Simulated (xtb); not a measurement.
Sb(F)2(SiH3) (F2H3SbSi), SMILES [F][Sb]([F])[SiH3]. All values are semi-empirical tight-binding results from xtb (GFN2-xTB unless named), good for trends rather than for accurate numbers. Coordinates come from a GFN2-xTB optimisation.

A frequency run showed that this geometry is not a minimum.

For metal compounds this method's bond lengths and energies can be far off.

```yaml
point_group_as_xtb_finds_it: Cs
orbital_gap: 3.13 eV
```
